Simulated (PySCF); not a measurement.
## Ne+ (neon, charge +1) across methods

[He] 2s1 2p5 3s1, high-spin 4P determinant (an excited configuration). All numbers are calculated (PySCF 2.14, scalar relativity by spin-free X2C-1e, in dyall-acv3z (15s9p4d2f, 76 functions)).

| method | E (hartree) | mean ε 2p α (eV) | mean ε 2p β (eV) | mean ε 3s α (eV) | Σ⟨r²⟩ (bohr²) | ⟨S²⟩ |
| --- | --- | --- | --- | --- | --- | --- |
| r2SCAN | -126.3923 | -47.681 | -42.274 | -10.863 | 14.72 | 3.752 |
| TPSSh | -126.4414 | -48.064 | -42.822 | -11.012 | 14.72 | 3.751 |
| LDA | -125.7116 | -46.369 | -41.627 | -10.808 | 14.59 | 3.751 |
| PBE0 | -126.3461 | -49.871 | -44.095 | -11.510 | 14.65 | 3.751 |
| revPBE | -126.4391 | -46.281 | -41.618 | -10.714 | 14.69 | 3.751 |
| BHandHLYP | -126.3991 | -53.302 | -46.604 | -12.114 | 14.60 | 3.752 |
| UHF | -126.03299 | -59.745 | -50.033 | -13.398 | 14.76 | 3.753 |
| PBE | -126.3663 | -46.305 | -41.622 | -10.740 | 14.63 | 3.751 |

Estimate the same row for PW91.

E (hartree) = -126.4402; mean ε 2p α (eV) = -46.424; mean ε 2p β (eV) = -41.767; mean ε 3s α (eV) = -10.788; Σ⟨r²⟩ (bohr²) = 14.60; ⟨S²⟩ = 3.751.

The outer electron is Rydberg-like, and this basis confines it to a smaller radius and binds it less than a complete one would.
